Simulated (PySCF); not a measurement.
SMILES CS[SiH2][SiH2]B(O)O at its GFN2-xTB optimised geometry (Å):

```
16

C      1.7335    -3.1099    -1.3490
S      2.4904    -2.3616     0.1263
Si     1.6692    -0.3728     0.0000
Si    -0.6574    -0.3728     0.0000
B     -1.4254     1.4294     0.0000
O     -2.1220     1.8413    -1.0836
O     -1.2091     2.2162     1.0809
H      2.0376    -2.5573    -2.2330
H      0.6528    -3.1023    -1.2463
H      2.0977    -4.1301    -1.4077
H      2.3509     0.2455     1.1329
H      2.2947     0.1965    -1.2049
H     -1.1211    -1.1748    -1.1540
H     -1.0898    -1.1937     1.1500
H     -2.4904     2.7290    -1.0848
H     -1.5806     3.1023     1.0867
```

Calculation: B3LYP/def2-TZVP in PySCF. Cells within 0.4 Å of a nucleus heavier than hydrogen are left out (blank, or x).

Map of the Laplacian of the electron density (e/bohr⁵) on the plane z = 1.0 Å:

```
|666666666666666666666666666|
|666666666666666666666666666|
|666666666666666666666666666|
|666666666666666666666666666|
|666666667777666666666666666|
|666666677777766666666666666|
|666666677068776666666666666|
|6666666787x6876666666666666|
|6666666787xx877666666666666|
|666666677989876666666666666|
|666666677787776677777666666|
|666666677777777777777766666|
|666666667777777777557766666|
|666666667777777776457766666|
|666666667776777777677766666|
|666666667765677777777766666|
|666666667724777777777766666|
|666666667777777777777776666|
|666666666777776777777776666|
|666666666666666777667776666|
|666666666666666677777776666|
|666666666666666677777776666|
|666666666666666667777666666|
|666666666666666666666666666|
|666666666666666666666666666|
|666666666666666666666666666|
|666666666666666666666666666|
```
Scale: ten equal steps from -1.46 (start of '0') to 0.638 (end of '9'), in the order '0123456789'; x runs from -5.50 to 5.50, y from -5.50 (bottom) to 5.50 (top).
